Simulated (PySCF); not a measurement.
Orbital picture of SbBr⁻

CAM-B3LYP at R = 2.642 Å; Sb def2-TZVPPD with ECP28, Br def2-TZVPPD; scalar-relativistic core potentials (PySCF 2.14). State: ²Π (doublet), unpaired electrons π ↑. Only the outer orbitals are listed, counted within each symmetry, core potentials removing the inner ones.

```json
{"spin": "α", "orbital": "10σ", "occ.": "1", "ε (eV)": "-17.55", "on Sb (%)": "5", "main shells (%)": "95 Br s"}
{"spin": "α", "orbital": "11σ", "occ.": "1", "ε (eV)": "-10.74", "on Sb (%)": "88", "main shells (%)": "87 Sb s, 9 Br p"}
{"spin": "α", "orbital": "12σ", "occ.": "1", "ε (eV)": "-5.12", "on Sb (%)": "31", "main shells (%)": "68 Br p, 21 Sb p, 8 Sb s"}
{"spin": "α", "orbital": "6π", "occ.": "1", "ε (eV)": "-4.92", "on Sb (%)": "9", "main shells (%)": "91 Br p, 8 Sb p"}
{"spin": "α", "orbital": "6π", "occ.": "1", "ε (eV)": "-4.77", "on Sb (%)": "6", "main shells (%)": "94 Br p"}
{"spin": "α", "orbital": "7π", "occ.": "1", "ε (eV)": "-1.83", "on Sb (%)": "91", "main shells (%)": "90 Sb p"}
{"spin": "α", "orbital": "7π", "occ.": "1", "ε (eV)": "-1.03", "on Sb (%)": "93", "main shells (%)": "92 Sb p"}
{"spin": "α", "orbital": "13σ", "occ.": "0", "ε (eV)": "3.64", "on Sb (%)": "67", "main shells (%)": "74 Sb p, 65 Br p"}
{"spin": "α", "orbital": "14σ", "occ.": "0", "ε (eV)": "4.18", "on Sb (%)": "87", "main shells (%)": "108 Sb s, 58 Br p, 16 Sb d"}
{"spin": "β", "orbital": "10σ", "occ.": "1", "ε (eV)": "-17.50", "on Sb (%)": "4", "main shells (%)": "96 Br s"}
{"spin": "β", "orbital": "11σ", "occ.": "1", "ε (eV)": "-9.95", "on Sb (%)": "85", "main shells (%)": "84 Sb s, 12 Br p"}
{"spin": "β", "orbital": "12σ", "occ.": "1", "ε (eV)": "-4.98", "on Sb (%)": "33", "main shells (%)": "66 Br p, 20 Sb p, 12 Sb s"}
{"spin": "β", "orbital": "6π", "occ.": "1", "ε (eV)": "-4.75", "on Sb (%)": "5", "main shells (%)": "95 Br p"}
{"spin": "β", "orbital": "6π", "occ.": "1", "ε (eV)": "-4.68", "on Sb (%)": "4", "main shells (%)": "96 Br p"}
{"spin": "β", "orbital": "7π", "occ.": "1", "ε (eV)": "-0.81", "on Sb (%)": "93", "main shells (%)": "91 Sb p"}
{"spin": "β", "orbital": "7π", "occ.": "0", "ε (eV)": "3.06", "on Sb (%)": "88", "main shells (%)": "86 Sb p"}
{"spin": "β", "orbital": "13σ", "occ.": "0", "ε (eV)": "3.74", "on Sb (%)": "65", "main shells (%)": "78 Br p, 71 Sb p"}
```

Task: Which are the highest filled and the lowest empty level, where do they sit, and how wide is the gap?

Result: Highest filled β 7π at -0.81 eV (in %: 91 Sb p); lowest empty β 7π at 3.06 eV (in %: 86 Sb p); the gap at CAM-B3LYP is 3.87 eV. Both belong to one degenerate shell, split only by its one-sided filling, so this is no excitation gap. An empty level above zero is unbound, and its energy depends on the basis.

```json
{"bond order (Mayer)": "0.88", "⟨S²⟩": "0.754", "charge on Sb (Mulliken, basis-dependent)": "-0.46", "charge on Sb (Löwdin, basis-dependent)": "-0.39", "dipole moment (positive dipole points towards Br; it is taken about the centre of mass and depends on that origin)": "-0.13 D", "polarisability along the bond": "120.0 bohr³", "polarisability across the bond": "96.6 bohr³"}
```

Shares are Mulliken populations and can fall outside 0 to 100 %.

Spin–orbit coupling is left out. The state was picked by a PBE0 search and need not be the measured ground state.
